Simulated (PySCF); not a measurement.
Species: C4H9ClOSi.
SMILES: `CO[Si@@H](Cl)C1CC1`

Torsions of this conformer, `[CH3:1][O:2][Si@@H:3]([Cl:4])[CH:5]1[CH2:6][CH2:7]1`: C1–O2–Si3–Cl4 54°, O2–Si3–C5–C6 161°.

The closed-shell ground state was solved at several levels (PySCF, density fitting, gas phase, non-relativistic). One conformer (not necessarily the lowest) at the PBE0-D3(BJ)/def2-SVP geometry, without solvent, vibrations or thermal averaging.

```
            level  basis functions  HOMO (eV)  LUMO (eV)  gap (eV)  dipole (D)
wB97X-D/def2-SVPD              226     -10.19       2.19     12.38        1.48
 wB97X-D/pcSseg-1              178     -10.21       2.77     12.98        1.60
```

**Question.** What might PBE0/pcSseg-1 (178 basis functions) give for the same quantities?

**Answer.** HOMO -8.30 eV, LUMO 0.99 eV, gap 9.29 eV, dipole 1.55 D.

**Question.** Over all these levels, which gives the widest orbital gap and which the narrowest?

**Answer.** wB97X-D/pcSseg-1 (range-separated hybrid) has the widest, 12.98 eV, and PBE0/pcSseg-1 (global hybrid, 25 % exact exchange) the narrowest, 9.29 eV. The two share the basis. From the narrowest to the widest the HOMO moves by -1.91 eV and the LUMO by +1.78 eV.

**Question.** How far do the dipole and the HOMO energy spread over the levels?

**Answer.** The dipole runs from 1.48 to 1.60 D (mean 1.54 D) and the HOMO from -10.21 to -8.30 eV.
